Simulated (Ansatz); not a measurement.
System: sum formula BOCl₂, net charge 0, doublet state. It need not be the lowest isomer of its formula. 
Coordinates optimised at B3LYP-D3(BJ)/def2-TZVP (Ansatz, an electronic-structure program):
SMILES: [O]B(Cl)Cl
```xyz
4

B     -0.3263    -0.1169    -0.1195
Cl     0.1564     1.5204    -0.5290
Cl     0.6475    -1.2323     0.8233
O     -1.5044    -0.5390    -0.5508
```
Charge 0, spin multiplicity 2.

Parts of the frozen-core correlation energy in aug-cc-pV(T+d)Z (Ansatz, hartree). Frozen orbitals: 12; correlated occupied orbitals by spin: 12 and 11; virtual: 178 and 179. Open shells are spin-unrestricted. No spin-orbit coupling. Non-relativistic.

```tsv
term	value
reference (HF)	-1018.71787
MP2 opposite-spin	-0.49548
MP2 same-spin	-0.16927
CCSD correlation	-0.70766
(T)	-0.03184
T1 diagnostic	0.019
largest doubles amplitude	0.029
<S^2> of the reference	0.761
```
